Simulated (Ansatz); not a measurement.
BeClH (SMILES [BeH][Cl]) moved off its minimum; all values from Ansatz (a program for electronic structure), cores frozen in correlated methods.
(charge 0, multiplicity 1)
```xyz
3

Be     0.00649    -0.00631    -1.31255
H      0.00677    -0.00082    -2.63866
Cl    -0.03977    -0.02153     0.42756
```

Forces at MP2/aug-cc-pV(T+d)Z (eV/Å):

```tsv
atom	Fx	Fy	Fz
Be1	-0.006	0.005	-1.562
H2	0.026	0.004	0.058
Cl3	-0.020	-0.010	1.503
```

Q: Give the forces (eV/Å), the total energy and the dipole at CCSD(T)/aug-cc-pV(T+d)Z.

A: 
| atom | Fx | Fy | Fz |
|---|---|---|---|
| Be1 | -0.005 | 0.005 | -1.524 |
| H2 | 0.026 | 0.004 | 0.000 |
| Cl3 | -0.021 | -0.010 | 1.524 |
Energy -475.0857 hartree, dipole 0.22 D.
